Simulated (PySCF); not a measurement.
Isomers of C8H16O, one GFN2-xTB conformer each. Single-point energies are computed at PBE0/pcSseg-1 (PySCF, gas phase, no added dispersion term), electronic only.

```
                SMILES  GFN2-xTB relative energy (kcal/mol)
    CCC[C@H](C=O)C(C)C                                 19.5
CO[C@@H]1CCC[C@H](C)C1                                  0.0
        C=CCCOC(C)(C)C                                 31.5
CC[C@@H]1C[C@@]1(CC)CO                                 23.9
 CO[C@H]1CC[C@H](C)CC1                                  0.0
           COCC1CCCCC1                                  2.2
```

Conformers: `[CH3:1][CH2:2][CH2:3][C@H:4]([CH:5]=[O:6])[CH:7]([CH3:8])[CH3:9]` with C1–C2–C3–C4 180°, C2–C3–C4–C5 -74°, C3–C4–C5–O6 -12°, C3–C4–C7–C8 -170°; `[CH3:1][O:2][C@@H:3]1[CH2:4][CH2:5][CH2:6][C@H:7]([CH3:8])[CH2:9]1` with C1–O2–C3–C4 -76°, O2–C3–C4–C5 -175°, C3–C4–C5–C6 58°, C4–C5–C6–C7 -58°, C5–C6–C7–C8 180°; `[CH2:1]=[CH:2][CH2:3][CH2:4][O:5][C:6]([CH3:7])([CH3:8])[CH3:9]` with C1–C2–C3–C4 120°, C2–C3–C4–O5 71°, C3–C4–O5–C6 -174°; `[CH3:1][CH2:2][C@@H:3]1[CH2:4][C@@:5]1([CH2:6][CH3:7])[CH2:8][OH:9]` with C1–C2–C3–C4 153°, C4–C5–C6–C7 69°, C4–C5–C8–O9 147°, C5–C8–O9–H -51°; `[CH3:1][O:2][C@H:3]1[CH2:4][CH2:5][C@H:6]([CH3:7])[CH2:8][CH2:9]1` with C1–O2–C3–C4 76°, O2–C3–C4–C5 176°, C3–C4–C5–C6 -58°, C4–C5–C6–C7 180°, C5–C6–C8–C9 -57°; `[CH3:1][O:2][CH2:3][CH:4]1[CH2:5][CH2:6][CH2:7][CH2:8][CH2:9]1` with C1–O2–C3–C4 179°, O2–C3–C4–C5 -64°, C3–C4–C5–C6 180°, C4–C5–C6–C7 58°, C5–C6–C7–C8 -58°, C6–C7–C8–C9 58°.

What does PBE0/pcSseg-1 give for the same structures?

| SMILES | PBE0/pcSseg-1 E (Eh) | PBE0/pcSseg-1 (kcal/mol) | GFN2-xTB (kcal/mol) | point group |
| --- | --- | --- | --- | --- |
| CO[C@H]1CC[C@H](C)CC1 | -389.19761 | 0.0 | 0.0 | C1 |
| CO[C@@H]1CCC[C@H](C)C1 | -389.19754 | 0.0 | 0.0 | C1 |
| COCC1CCCCC1 | -389.19403 | 2.2 | 2.2 | C1 |
| CCC[C@H](C=O)C(C)C | -389.19138 | 3.9 | 19.5 | C1 |
| CC[C@@H]1C[C@@]1(CC)CO | -389.16981 | 17.4 | 23.9 | C1 |
| C=CCCOC(C)(C)C | -389.16348 | 21.4 | 31.5 | C1 |

GFN2-xTB puts CO[C@@H]1CCC[C@H](C)C1 lowest instead; measured from each level's own lowest isomer, the values differ by up to 15.6 kcal/mol (CCC[C@H](C=O)C(C)C: 19.5 against 3.9). As drawn, the highest has a C=C bond outside aromatic rings, which the lowest lacks. Neighbours under 2.5 kcal/mol apart (CO[C@H]1CC[C@H](C)CC1 and CO[C@@H]1CCC[C@H](C)C1; CO[C@@H]1CCC[C@H](C)C1 and COCC1CCCCC1; COCC1CCCCC1 and CCC[C@H](C=O)C(C)C) can change places with a better method, another conformer or zero-point energy.

Which frontier levels, dipoles and rotational constants go with these structures?

```tsv
SMILES	HOMO (eV, PBE0/pcSseg-1)	LUMO (eV)	dipole (D)	A, B, C (MHz)
CO[C@H]1CC[C@H](C)CC1	-7.11	1.51	1.20	3873, 899.9, 779.1
CO[C@@H]1CCC[C@H](C)C1	-7.11	1.44	1.31	2864, 1037, 812.4
COCC1CCCCC1	-7.26	1.61	1.09	3831, 825.8, 719.7
CCC[C@H](C=O)C(C)C	-7.24	-0.65	2.68	2422, 904.4, 807.3
CC[C@@H]1C[C@@]1(CC)CO	-7.62	1.20	1.76	1799, 1213, 1033
C=CCCOC(C)(C)C	-7.21	0.54	1.42	3122, 765.2, 732.8
```

As an exercise, what shares would exp(−E/RT) give at 2000 K from these electronic energies alone (no entropy, no degeneracies)?

RT = 3.974 kcal/mol: CO[C@H]1CC[C@H](C)CC1 33.9 %, CO[C@@H]1CCC[C@H](C)C1 33.5 %, COCC1CCCCC1 19.3 %, CCC[C@H](C=O)C(C)C 12.7 %, CC[C@@H]1C[C@@]1(CC)CO 0.4 %, C=CCCOC(C)(C)C 0.2 %.
